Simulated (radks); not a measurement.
Valence configurations of Tl2+ (all share [Xe]). Method: scalar-relativistic Kohn-Sham, PBEsol, spin-unpolarised, spherical densities, point nucleus; computed with a radial shooting solver on a logarithmic mesh with Libxc functionals. Energies are relative to 4f14 5d10 6s1; eigenvalues in eV.

valence                E (eV)    e(4f)    e(5d)    e(6p)    e(6s)
4f14 5d10 6s1           0.000  -132.01  -33.192        -  -25.425
4f14 5d9.5 6s1.5        4.074  -134.16  -34.690        -  -26.157
4f14 5d10 6s0.5 6p0.5   4.756  -132.91  -34.024  -16.442  -26.007
4f14 5d9.5 6s1 6p0.5    8.954  -135.06  -35.512  -16.914  -26.729
4f14 5d10 6p1           9.563  -133.81  -34.839  -16.908        -
4f14 5d9 6s1 6p1       18.600  -138.13  -37.815  -17.823  -27.990
4f13.5 5d10 6s1 6p0.5  60.142  -141.46  -36.335  -16.986  -26.878
4f13 5d10 6s1 6p1      124.55  -151.10  -39.540  -17.979  -28.309
4f13 5d9 6s1 6p2       147.59  -157.44  -44.247  -19.699  -30.757
4f12 5d10 6s1 6p2      266.59  -170.89  -46.113  -19.872  -31.097

NIST lists [Xe] 4f14 5d10 6s1 as the ground configuration; this level of theory agrees among the configurations tried. The energies are those of spherical spin-averaged densities, not of single terms.
